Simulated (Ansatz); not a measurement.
Relaxation of C$_{2}$H$_{7}$NSeSn (12 atoms, charge 0, multiplicity 1), to a largest force component of 0.015 eV/Å in at most 40 steps.

Computed with RKS PBE-D4/def2-SVP (Ansatz 0.2.0).

```xyz
12
Properties=species:S:1:pos:R:3
N -1.705 0.510 1.343
Sn -0.204 -0.614 0.646
C 1.520 0.546 0.284
Se 1.660 0.567 -1.661
C -0.033 -0.530 -1.491
H -2.636 0.084 1.056
H -1.694 1.447 0.791
H 0.056 -2.163 1.384
H 1.444 1.590 0.741
H 2.455 0.042 0.730
H -0.918 -0.007 -1.900
H 0.131 -1.526 -1.889
```

**Question.** Where does it end, and by what steps?

**Answer.** It converged. The force dipped under the threshold on the way, but the program's further checks kept it going. After 9 steps the energy has fallen by 0.749 eV; H6 moved furthest, 0.42 Å.

```json
{"step": "0", "energy less start (eV)": "0.0000", "largest force component (eV/Å)": "2.749", "accepted": "yes"}
{"step": "1", "energy less start (eV)": "-0.6535", "largest force component (eV/Å)": "0.567", "accepted": "yes"}
{"step": "2", "energy less start (eV)": "-0.7240", "largest force component (eV/Å)": "0.303", "accepted": "yes"}
{"step": "3", "energy less start (eV)": "-0.7055", "largest force component (eV/Å)": "0.445", "accepted": "no"}
{"step": "4", "energy less start (eV)": "-0.7427", "largest force component (eV/Å)": "0.111", "accepted": "yes"}
{"step": "5", "energy less start (eV)": "-0.7477", "largest force component (eV/Å)": "0.054", "accepted": "yes"}
{"step": "6", "energy less start (eV)": "-0.7450", "largest force component (eV/Å)": "0.177", "accepted": "no"}
{"step": "7", "energy less start (eV)": "-0.7493", "largest force component (eV/Å)": "0.009", "accepted": "yes"}
{"step": "8", "energy less start (eV)": "-0.7494", "largest force component (eV/Å)": "0.051", "accepted": "yes"}
{"step": "9", "energy less start (eV)": "-0.7494", "largest force component (eV/Å)": "0.014", "accepted": "yes"}
```

```xyz
12
Properties=species:S:1:pos:R:3
N -1.704 0.558 1.409
Sn -0.210 -0.574 0.540
C 1.634 0.597 0.375
Se 1.637 0.514 -1.614
C -0.009 -0.600 -1.662
H -2.595 0.049 1.477
H -1.892 1.418 0.876
H -0.211 -2.083 1.393
H 1.542 1.637 0.746
H 2.537 0.125 0.809
H -0.830 -0.098 -2.211
H 0.180 -1.598 -2.104
```

Time of the run: 33 s on 2 threads of Arm Neoverse V2, on a shared host, peak memory 0.2 GiB.
